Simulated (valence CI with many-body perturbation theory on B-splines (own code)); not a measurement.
# E1 transitions of Er XXXVII

Method: valence CI with perturbative core correlation (CI+MBPT): four valence electrons over a frozen Dirac-Fock core [Ar] 3d10, a basis of 11 s, 11 p, 9 d, 7 f, 5 g, 2 h, 1 i functions for each j, with the one-electron correlation potential Σ1 (screened to all orders), the two-electron term Σ2, the three-electron term Σ3, Breit, model QED; selected single and double excitations, second order for the rest (own B-spline code, finite nucleus).

No measured spectrum was set against this ion. As an estimate, large intervals hold to a few tenths of a per cent, small ones and those within an open d or f shell to about a per cent.

Lines 151 to 200 of 241 in falling wavelength, among levels below 379.84 eV, chosen from the strongest by gf and those to the six lowest levels. Wavelengths and rates use the calculated energies. Electric multipoles are in the length gauge, E1 and E2 with the static RPA response of the core. Weak lines are less certain than strong ones. Lines between different terms over intervals too small for the method are left out, as are lines whose strength nearly cancels. Where a level lies close to another of its J and parity, the split of strength between their lines is uncertain. The highest levels of a list are the least certain.

Levels are named by their leading jj configuration (3d3/2^4 stands for four electrons in 3d with j = 3/2), which in mixed levels can hold well under half, so a name can repeat and another be missing. Letters in brackets count levels of one name in rising energy.

```
λ vac (nm)                           Upper                       Lower   A (s⁻¹)  S (a.u.)
     7.792          (4s^2 4p3/2 4d5/2) J=2          (4s^2 4p3/2^2) J=2  5.61e+11  6.55e-01
     7.780  (4s 4p1/2 4p3/2 4d5/2) J=1 [c]      (4s 4p1/2 4p3/2^2) J=0  3.43e+10  2.39e-02
     7.751          (4s^2 4p1/2 4f7/2) J=3      (4s^2 4p1/2 4d5/2) J=3  2.18e+11  3.50e-01
     7.748      (4s 4p1/2 4p3/2^2) J=2 [b]      (4s^2 4p1/2 4p3/2) J=1  1.33e+11  1.53e-01
     7.745      (4s 4p1/2 4p3/2^2) J=1 [b]      (4s^2 4p1/2 4p3/2) J=1  2.49e+11  1.71e-01
     7.738      (4s^2 4p3/2 4d5/2) J=1 [b]          (4s^2 4p3/2^2) J=0  5.69e+11  3.90e-01
     7.712          (4s^2 4p3/2 4d5/2) J=3          (4s^2 4p3/2^2) J=2  5.77e+11  9.14e-01
     7.703  (4s 4p1/2 4p3/2 4d5/2) J=2 [e]      (4s^2 4p1/2 4d5/2) J=3  3.23e+10  3.65e-02
     7.685             (4p1/2 4p3/2^3) J=1      (4s^2 4p1/2 4d5/2) J=2  1.37e+11  9.20e-02
     7.669  (4s 4p1/2 4p3/2 4d5/2) J=2 [c]      (4s^2 4p1/2 4d3/2) J=1  3.74e+11  4.16e-01
     7.666          (4s^2 4p1/2 4f7/2) J=3      (4s^2 4p1/2 4d5/2) J=2  8.05e+10  1.25e-01
     7.666  (4s 4p1/2 4p3/2 4d5/2) J=3 [b]  (4s 4p1/2 4p3/2^2) J=2 [a]  1.50e+11  2.34e-01
     7.653  (4s 4p1/2 4p3/2 4d5/2) J=1 [c]      (4s^2 4p1/2 4d3/2) J=1  2.32e+10  1.54e-02
     7.652  (4s 4p1/2 4p3/2 4d5/2) J=2 [e]  (4s 4p1/2 4p3/2^2) J=1 [a]  1.95e+10  2.16e-02
     7.603  (4s 4p1/2 4p3/2 4d5/2) J=3 [b]      (4s^2 4p1/2 4d3/2) J=2  1.39e+10  2.10e-02
     7.601  (4s 4p1/2 4p3/2 4d3/2) J=1 [d]      (4s^2 4p1/2 4d3/2) J=2  4.15e+10  2.70e-02
     7.600  (4s 4p1/2 4p3/2 4d5/2) J=2 [d]      (4s^2 4p1/2 4d3/2) J=1  2.97e+10  3.22e-02
     7.518  (4s 4p1/2 4p3/2 4d5/2) J=3 [c]  (4s 4p1/2 4p3/2^2) J=2 [a]  8.54e+10  1.25e-01
     7.473          (4s 4p1/2^2 4d5/2) J=2      (4s 4p1/2^2 4p3/2) J=2  2.48e+10  2.56e-02
     7.457  (4s 4p1/2 4p3/2 4d5/2) J=3 [c]      (4s^2 4p1/2 4d3/2) J=2  9.85e+09  1.41e-02
     7.438             (4p1/2 4p3/2^3) J=2      (4s^2 4p1/2 4d3/2) J=1  1.87e+10  1.90e-02
     7.423             (4p1/2 4p3/2^3) J=1      (4s 4p1/2 4p3/2^2) J=0  1.33e+11  8.07e-02
     7.360      (4s^2 4p3/2 4d5/2) J=1 [b]          (4s^2 4p3/2^2) J=2  1.40e+11  8.25e-02
     7.325  (4s 4p1/2 4p3/2 4d5/2) J=2 [d]      (4s 4p1/2 4p3/2^2) J=3  1.59e+10  1.55e-02
     7.301          (4s^2 4p1/2 4f5/2) J=3  (4s 4p1/2 4p3/2^2) J=2 [a]  3.70e+10  4.98e-02
     7.244          (4s^2 4p1/2 4f5/2) J=3      (4s^2 4p1/2 4d3/2) J=2  4.49e+11  5.89e-01
     7.030  (4s 4p1/2 4p3/2 4d5/2) J=2 [c]      (4s^2 4p1/2 4d3/2) J=2  1.29e+11  1.10e-01
     6.918  (4s 4p1/2 4p3/2 4d5/2) J=3 [d]      (4s^2 4p1/2 4d3/2) J=2  9.90e+10  1.13e-01
     6.836             (4p1/2 4p3/2^3) J=2      (4s^2 4p1/2 4d3/2) J=2  5.38e+10  4.24e-02
     6.775             (4p1/2 4p3/2^3) J=1  (4s 4p1/2 4p3/2^2) J=2 [a]  3.92e+10  1.80e-02
     6.749  (4s 4p1/2 4p3/2 4d3/2) J=1 [a]      (4s 4p1/2^2 4p3/2) J=2  9.06e+09  4.13e-03
     6.727  (4s 4p1/2 4p3/2 4d3/2) J=2 [a]      (4s 4p1/2^2 4p3/2) J=2  4.65e+10  3.49e-02
     6.724  (4s 4p1/2 4p3/2 4d5/2) J=2 [e]  (4s 4p1/2 4p3/2^2) J=2 [a]  2.23e+10  1.67e-02
     6.711          (4s^2 4p1/2 4f7/2) J=3      (4s^2 4p1/2 4d3/2) J=2  1.66e+10  1.74e-02
     6.675  (4s 4p1/2 4p3/2 4d5/2) J=2 [e]      (4s^2 4p1/2 4d3/2) J=2  4.96e+10  3.64e-02
     6.667  (4s 4p1/2 4p3/2 4d3/2) J=3 [a]      (4s 4p1/2^2 4p3/2) J=2  2.39e+10  2.45e-02
     6.432  (4s 4p1/2 4p3/2 4d3/2) J=1 [c]      (4s 4p1/2^2 4p3/2) J=1  5.94e+10  2.34e-02
     6.299                (4s 4p3/2^3) J=2      (4s^2 4p1/2 4p3/2) J=2  5.76e+10  3.55e-02
     6.278  (4s 4p1/2 4p3/2 4d5/2) J=2 [b]      (4s 4p1/2^2 4p3/2) J=1  2.21e+10  1.35e-02
     6.266  (4s 4p1/2 4p3/2 4d3/2) J=2 [b]      (4s 4p1/2^2 4p3/2) J=2  5.71e+09  3.47e-03
     6.216          (4s^2 4p3/2 4d3/2) J=1      (4s^2 4p1/2 4p3/2) J=2  9.37e+10  3.33e-02
     6.214  (4s 4p1/2 4p3/2 4d3/2) J=2 [d]      (4s 4p1/2^2 4p3/2) J=1  5.19e+11  3.07e-01
     6.213          (4s^2 4p3/2 4d3/2) J=2      (4s^2 4p1/2 4p3/2) J=2  4.38e+11  2.59e-01
     6.200  (4s 4p1/2 4p3/2 4d3/2) J=3 [b]      (4s 4p1/2^2 4p3/2) J=2  1.59e+11  1.31e-01
     6.194  (4s 4p1/2 4p3/2 4d3/2) J=3 [c]      (4s 4p1/2^2 4p3/2) J=2  4.24e+11  3.48e-01
     6.181                (4s 4p3/2^3) J=2      (4s^2 4p1/2 4p3/2) J=1  2.88e+10  1.68e-02
     6.175  (4s 4p1/2 4p3/2 4d3/2) J=1 [d]      (4s 4p1/2^2 4p3/2) J=1  7.58e+11  2.64e-01
     6.145          (4s^2 4p3/2 4d3/2) J=3      (4s^2 4p1/2 4p3/2) J=2  7.42e+11  5.95e-01
     6.129  (4s 4p1/2 4p3/2 4d3/2) J=2 [c]      (4s 4p1/2^2 4p3/2) J=2  6.53e+11  3.71e-01
     6.119  (4s 4p1/2 4p3/2 4d3/2) J=1 [b]      (4s 4p1/2^2 4p3/2) J=2  5.00e+11  1.70e-01
```
